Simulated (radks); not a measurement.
Q: These are the eigenvalues of the occupied orbitals of an atom or ion with whole-number occupations (Ry). Calculated with a radial shooting solver on a logarithmic mesh with Libxc functionals: scalar-relativistic Kohn-Sham, PBE, spin-polarised, spherical densities, finite nucleus; Fermi nuclear charge, rms radius of each element as measured or else 0.836 A^(1/3) + 0.57 fm.

1s down: -606.5226
1s up: -606.5222
2s up: -75.17364
2s down: -75.04012
2p up: -65.07686
2p down: -64.97646
3s up: -11.18051
3s down: -10.90990
3p up: -8.24790
3p down: -7.98234
3d up: -3.56565
3d down: -3.31355

Which element is it, and in what charge state? The configuration may be excited. Open shells, if any, are filled with parallel spins first.

A: Z = 28, nickel, charge +3: Ni3+ in [Ar] 3d7. The list shows which subshells hold electrons but not how many an open one holds; the 1s level, -303.26 hartree, gives Z - s = 24.6 by -(Z - s)^2/2, which with screening and relativity narrows Z to a few neighbours, and the depths of the outer levels then fix element, charge and occupations together.
